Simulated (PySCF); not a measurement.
C3H13ClSi3, SMILES Cl[SiH2][SiH2][Si](C)(C)C (GFN2-xTB optimised geometry):

```
20

Si    -0.937    -2.607     1.682
Cl     0.758    -3.044     0.629
Si    -1.118    -0.301     1.843
Si    -0.306     0.899     0.000
C     -0.913     2.713     0.000
C     -0.900     0.066    -1.615
C      1.604     0.899     0.000
H     -2.010    -3.265     0.933
H     -0.799    -3.373     2.923
H     -0.461     0.127     3.092
H     -2.540    -0.018     2.114
H     -1.998     2.762    -0.028
H     -0.538     3.265    -0.857
H     -0.587     3.236     0.894
H     -0.536    -0.956    -1.679
H     -1.985     0.032    -1.671
H     -0.544     0.593    -2.496
H      1.988    -0.116    -0.029
H      2.002     1.374     0.892
H      2.010     1.426    -0.860
```

Computed with CAM-B3LYP/def2-SVP (PySCF).

What are the frontier orbital energies and the dipole moment?

HOMO-2 -9.91 eV, HOMO-1 -9.48 eV, HOMO -9.00 eV, LUMO 0.76 eV, LUMO+1 1.18 eV; dipole moment 1.55 D.

On the same geometry PBE/def2-SVP in PySCF gives HOMO-2 -7.20 eV, HOMO-1 -6.94 eV, HOMO -6.62 eV, LUMO -1.18 eV, LUMO+1 -0.77 eV; dipole moment 1.56 D.

Meta-Löwdin charges at CAM-B3LYP/def2-SVP: Si1 0.47, Cl2 -0.31, Si3 0.10, Si4 0.71, C5 -0.53, C6 -0.54, C7 -0.54, H8 -0.10, H9 -0.09, H10 -0.08, H11 -0.08, H12 0.11, H13 0.11, H14 0.11, H15 0.11, H16 0.11, H17 0.11, H18 0.11, H19 0.11, H20 0.11.
